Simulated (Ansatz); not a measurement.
Molecule: PbH₄, charge 0, multiplicity 1. SMILES: [PbH4]
Geometry: optimised at B3LYP-D3(BJ)/def2-TZVP (Ansatz, a quantum-chemistry and plane-wave program).

Parts of the frozen-core correlation energy in def2-SVP (Ansatz, hartree). Frozen orbitals: 9; correlated occupied orbitals by spin: 4 and 4; virtual: 33 and 33. No spin-orbit coupling. In def2 rows, elements after Kr have scalar-relativistic effective core potentials.

| term | value |
|---|---|
| reference (HF) | -194.06562 |
| MP2 opposite-spin | ? |
| MP2 same-spin | -0.00922 |
| CCSD correlation | ? |
| (T) | ? |
| CCSDT minus CCSD(T) | -0.00063 |
| CCSDT(Q) minus CCSD(T) | -0.00069 |
| T1 diagnostic | 0.011 |
| largest doubles amplitude | 0.047 |

**Question.** Fill in the missing entries.

**Answer.** 
- MP2 opposite-spin, value: -0.09004
- CCSD correlation, value: -0.12771
- (T), value: -0.00229
